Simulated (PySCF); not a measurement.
Vertical excitations of a molecule C3H4BrF from PySCF with TDDFT-CAM-B3LYP/def2-SVPD, as energy in eV (oscillator strength): 5.42 (0.000), 6.57 (0.240), 6.66 (0.010), 6.78 (0.008), 7.31 (0.000), 7.60 (0.016), 7.63 (0.000), 7.81 (0.024), 8.15 (0.061), 8.25 (0.000). Lowest triplet (TDA): 4.06 eV. Geometry optimised at PBE0-D3(BJ)/def2-SVP. One conformer was computed; it need not be the lowest.

Question: Which structure fits?
A. F[C@@H]1C[C@H]1Br
B. C/C(Br)=C\F
C. FC1(Br)CC1
D. C/C(F)=C\Br

Answer: B, C/C(Br)=C\F
